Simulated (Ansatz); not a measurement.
`O[SiH](S)[SiH2][SiH3]` + HBr → `[SiH3][SiH2]Br` + `O[SiH2]S`  (cleavage of the Si–Si bond)

Isolated molecules relaxed with PBE0-D4/def2-TZVP in Ansatz; ΔE leaves out vibrations. CCSD(T)/CBS is the MP2 limit (def2-TZVPP, def2-QZVPP) plus CCSD(T) − MP2 in def2-TZVPP, frozen cores. DFT in def2-TZVPP. For Br outer-core shells are correlated without core-valence functions, which leaves a few kJ/mol of doubt a bond. Scalar relativity is left out up to krypton. One conformer a species, not always the lowest.

CCSD(T)/CBS gives -91.9 kJ/mol.

Q: Another level gave -103.5 kJ/mol. Which?
A. BHLYP/def2-TZVPP
B. LC-ωPBE/def2-TZVPP
C. PBE0-D4/def2-TZVPP
D. CAM-B3LYP/def2-TZVPP

A: A. BHLYP -103.5, CAM-B3LYP -96.4, LC-ωPBE -88.8, PBE0-D4 -80.5 kJ/mol.

Largest T1 diagnostic among the species: 0.013.

From BLYP to BHLYP (50 % exact exchange), in def2-TZVPP and without D4, ΔE moves by −11.6 kJ/mol. The D4 term adds +9.5 kJ/mol with B3LYP and +5.8 kJ/mol with PBE0; it sums over pairs of atoms, weighted by their polarisabilities, and B3LYP, whose exchange is more repulsive, gets the larger term.

B3LYP here is the variant with VWN-RPA as its local correlation; programs differ in this.
